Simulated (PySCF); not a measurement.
# How methods differ on the excitation energy of Sr

Sr [Kr] 5s2 (1S) → Sr [Kr] 5s1 6s1 (3S), as a difference of total energies. Computed with PySCF 2.14 in aug-cc-pwCVTZ-X2C (10s9p7d3f, 93 functions), with the spin-free X2C one-electron Hamiltonian (Gaussian nucleus). Correlated levels: valence: [Kr] frozen. The calculations carry no spin-orbit coupling.

```tsv
method	excitation energy (eV)
UHF	2.811
MP2 (valence)	3.270
SCS-MP2 (valence)	3.410
CCSD (valence)	3.396
```

How much does correlation contribute at MP2 (valence)?

3.270 − (2.811) = 0.459 eV, measured against UHF.

Errors of the correlated levels include the incompleteness of this basis and the frozen core.

With two correlated electrons CCSD is exact in that space.

For comparison: 3.600 eV (measured; NIST levels).
